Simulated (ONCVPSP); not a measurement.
cerium: one change to an ONCV potential, before and after

ONCVPSP 4.0.1 input, shortened (lines: element, Z, core and valence counts, functional; n l f; lmax; l rc ep ncon nbas qcut; lloc lpopt rc5 dvloc0; l nproj debl; icmod fcfact rcfact), LDA (Perdew-Wang 92), scalar-relativistic:

```
  Ce 58.00   10    4  -001012      upf
    1    0    2.00
    2    0    2.00
    2    1    6.00
    3    0    2.00
    3    1    6.00
    3    2   10.00
    4    0    2.00
    4    1    6.00
    4    2   10.00
    4    3    1.00
    5    0    2.00
    5    1    6.00
    5    2    1.00
    6    0    1.50
    2
    0    2.30    0.00    4    7    6.50
    1    2.70    0.00    4    8    4.70
    2    3.30    0.00    4    9    3.80
    4    5    2.00    6.00
    0    3    1.20
    1    2    0.40
    2    3    1.20
    3    4.00    1.35
```

In the p channel the program set the typed energies aside and used -0.961, 0.250 Ha.

All-electron outer shells of the reference configuration (LDA (PZ), scalar-relativistic, ld1.x):

```tsv
shell	level (eV)	outermost node (bohr)	outermost maximum (bohr)
5s	-43.58	0.75	1.37
5p	-26.15	0.81	1.53
4f	-8.47	–	0.71
6s	-6.25	1.81	3.59
5d	-5.86	0.92	2.18
```

Change: core correction Teter function, fcfact 7.5, rcfact 1.35.

Cutoffs: the cutoffs (Ha) at which the residual kinetic energy of the hardest occupied pseudo-wave falls to 1 and 0.1 mHa per electron; they do not see the model core or the augmentation charge, which bear on the density cutoff. Errors are all-electron minus pseudo energies relative to the spin-unpolarised reference configuration.

Problem. How do hardness, ghosts and transferability respond?

Solution. The potential gets neither clearly harder nor softer (12 Ha and 15 Ha → 12 Ha and 15 Ha); both files keep a bound ghost (s); of the 4 tests that both files solve, the error grows in 1 and shrinks in 0 by more than 15 % and 0.3 meV (median size 1.4 → 1.7 meV). A model core, the more so a compact one, raises the density cutoff, which this test does not measure.

| quantity | base | changed |
| --- | --- | --- |
| cutoff, loose | 12 Ha | 12 Ha |
| cutoff, tight | 15 Ha | 15 Ha |
| bound ghosts | s | s |
| GHOST(+) flags under 300 eV | none | none |
| error for 5s2 5p6 5d1 6s2, meV [ΔE -2.52 eV] | +0.4 | +0.4 |
| error for 5s2 5p6 5d1 6s1, meV [ΔE 3.74 eV] | -0.7 | -0.7 |
| error for 5s2 5p6 5d1 6s0, meV [ΔE 15.08 eV] | -2.4 | -2.6 |
| error for 5s2 5p6 5d2 6s1, meV [ΔE -1.60 eV] | -2.2 | -2.7 |
| s: phases at 2.33 bohr within 0.05 rad from the reference energy up to (Ha; the scan ends near 5) | to the end of the scan | to the end of the scan |
| p: phases at 2.74 bohr within 0.05 rad from the reference energy up to (Ha; the scan ends near 5) | 3.9 | 3.9 |
| d: phases at 3.34 bohr within 0.05 rad from the reference energy up to (Ha; the scan ends near 5) | to the end of the scan | to the end of the scan |
| rms error of d²Exc/dni dnj with the model core, mHa | 0.84 | 0.65 |

 A true bound ghost makes a file unfit for plane-wave use even where its test errors are small: the radial tests pick states by their node count and pass the ghost by.
